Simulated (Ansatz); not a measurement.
A set of 12 reactions (ligand exchange), with CCSD(T)/CBS values in kJ/mol:

```tsv
reaction	ΔE
`ClBCl` + `O[SiH3]` → `[SiH3]OBCl` + HCl	-56.2
`[CH3][Sn][NH2]` + HBr → `[CH3][Sn][Br]` + NH₃	-108.7
`OB1CC1Br` + HBr → `BrB1CC1Br` + H₂O	42.1
`OB(O)F` + HCl → `OB(O)Cl` + H–F	53.9
`Cl[Si](Cl)(Cl)Br` + `O[Si](F)(F)F` → `F[Si](F)(F)O[Si](Cl)(Cl)Cl` + HBr	-31.9
`F[SiH2]S[SiH3]` + `NCF` → `FCN[SiH2]F` + `[SiH3]S`	7.8
`[NH]=[V]([NH2])([OH])[OH]` + H–F → `[NH]=[V]([OH])([OH])[F]` + NH₃	-66.5
`C[SiH2][GeH2][CH3]` + NH₃ → `C[SiH2]N` + `[CH3][GeH3]`	-30.3
`BCS[SiH2]F` + `CO[SiH2]N` → `CO[SiH2]N[SiH2]F` + `BCS`	-8.6
`OB(O)Br` + H–F → `OB(F)Br` + H₂O	-9.4
`N[SiH](C=O)CO` + HBr → `N[SiH](Br)C=O` + CH₃OH	-124.4
`N[SiH](N)O` + CH₃NH₂ → `CN[SiH](N)O` + NH₃	-1.5
```

Calculated with Ansatz (gas phase, PBE0-D4/def2-TZVP geometries, no zero-point term in ΔE). CCSD(T)/CBS is the MP2 limit (def2-TZVPP, def2-QZVPP) plus CCSD(T) − MP2 in def2-TZVPP, frozen cores. This one scheme is used for every species. DFT in def2-TZVPP. B3LYP here is the variant with VWN-RPA as its local correlation; programs differ in this. def2 core potentials past Kr. For Br, Ge, Sn, V outer-core shells are correlated without core-valence functions, which leaves a few kJ/mol of doubt a bond. Scalar relativity is left out up to krypton. One conformer a species, not always the lowest.

Q: Give the mean, mean absolute and largest difference (level minus CCSD(T)/CBS, kJ/mol) for: r2SCAN-D4, PBE0-D4, B3LYP-D4, ωB97M-V, r2SCAN, PBE0, HF/def2-TZVPP, SCS-MP2/def2-TZVPP, CCSD/def2-TZVPP, CCSD(T)/def2-TZVPP, HF/def2-QZVPP, SCS-MP2/def2-QZVPP, MP2/CBS(def2), CCSD/CBS(def2). (Estimate.)

A: The calculation gave: 
| level | mean | mean absolute | largest |
| --- | --- | --- | --- |
| r2SCAN-D4 | -0.3 | 4.7 | -22.4 |
| PBE0-D4 | 1.5 | 4.7 | -11.6 |
| B3LYP-D4 | -1.1 | 4.4 | -15.2 |
| ωB97M-V | -0.3 | 3.7 | -15.0 |
| r2SCAN | -0.2 | 5.2 | -23.4 |
| PBE0 | 1.8 | 5.7 | -14.9 |
| HF/def2-TZVPP | -6.3 | 14.3 | -22.9 |
| SCS-MP2/def2-TZVPP | -1.2 | 3.4 | -7.5 |
| CCSD/def2-TZVPP | -0.9 | 5.1 | -10.1 |
| CCSD(T)/def2-TZVPP | 0.2 | 3.6 | 7.8 |
| HF/def2-QZVPP | -7.0 | 15.1 | -24.8 |
| SCS-MP2/def2-QZVPP | -1.5 | 2.2 | -8.5 |
| MP2/CBS(def2) | -0.1 | 4.7 | 8.9 |
| CCSD/CBS(def2) | -1.0 | 2.1 | 3.5 |

The largest T1 diagnostic in the set is 0.030, for `[NH]=[V]([NH2])([OH])[OH]` (customary mark 0.02).

CCSD(T)/CBS is a level of theory with its own doubt, and the functionals carry their triple-zeta basis error, so these figures describe this set and don't rank the functionals.
